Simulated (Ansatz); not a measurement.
The cluster Cu6P⁻. Total charge -1; singlet. Geometry PBE0-D4/def2-SVPD.

```xyz
7

P    -0.308    0.890   -2.089
Cu   -0.311    1.709   -0.022
Cu   -1.019   -0.575   -0.357
Cu   -1.323    0.717    1.963
Cu    0.922   -2.266    0.361
Cu    0.782   -0.101    1.283
Cu    1.256   -0.374   -1.140
```

LC-ωPBE has ω = 0.4 bohr⁻¹. The restricted singlet is unstable towards broken spin symmetry in Hartree–Fock (as tested in another run); at HF/STO-3G, LDA (SPW92)/def2-TZVPD, PBE-D4/def2-TZVPD, r2SCAN-D4/def2-TZVPD and others this wasn't settled. Another isomer (singlet) lies 0.09 eV lower at PBE0-D4/def2-TZVPD; other spin states weren't run for this one.

(1) Estimate the orbital energies around the gap (eV) in Ansatz with HF/STO-3G, LDA (SPW92)/def2-TZVPD, PBE-D4/def2-TZVPD, r2SCAN-D4/def2-TZVPD, LC-ωPBE/def2-TZVPD.

## Answers

(1) 
| orbital | HF/STO-3G | LDA (SPW92)/def2-TZVPD | PBE-D4/def2-TZVPD | r2SCAN-D4/def2-TZVPD | LC-ωPBE/def2-TZVPD |
| --- | --- | --- | --- | --- | --- |
| HOMO−9 | -6.50 | -1.99 | -1.73 | -1.84 | -6.03 |
| HOMO−8 | -6.49 | -1.96 | -1.71 | -1.82 | -5.99 |
| HOMO−7 | -6.09 | -1.94 | -1.68 | -1.78 | -5.94 |
| HOMO−6 | -5.87 | -1.87 | -1.61 | -1.71 | -5.81 |
| HOMO−5 | -3.70 | -1.81 | -1.55 | -1.64 | -5.80 |
| HOMO−4 | -3.37 | -1.77 | -1.51 | -1.60 | -5.67 |
| HOMO−3 | -2.18 | -1.62 | -1.37 | -1.44 | -4.42 |
| HOMO−2 | -2.06 | -1.15 | -0.92 | -0.95 | -3.29 |
| HOMO−1 | -0.99 | -0.86 | -0.63 | -0.66 | -2.98 |
| HOMO | -0.40 | -0.71 | -0.50 | -0.54 | -2.89 |
| LUMO | 4.33 | 0.27 | 0.48 | 0.57 | 2.80 |
| LUMO+1 | 4.75 | 0.54 | 0.75 | 0.87 | 2.98 |
| LUMO+2 | 7.36 | 1.18 | 1.36 | 1.49 | 3.35 |
| LUMO+3 | 7.47 | 1.25 | 1.43 | 1.59 | 3.54 |
| LUMO+4 | 8.97 | 1.97 | 2.12 | 2.34 | 3.95 |
| LUMO+5 | 10.26 | 2.02 | 2.16 | 2.34 | 4.07 |
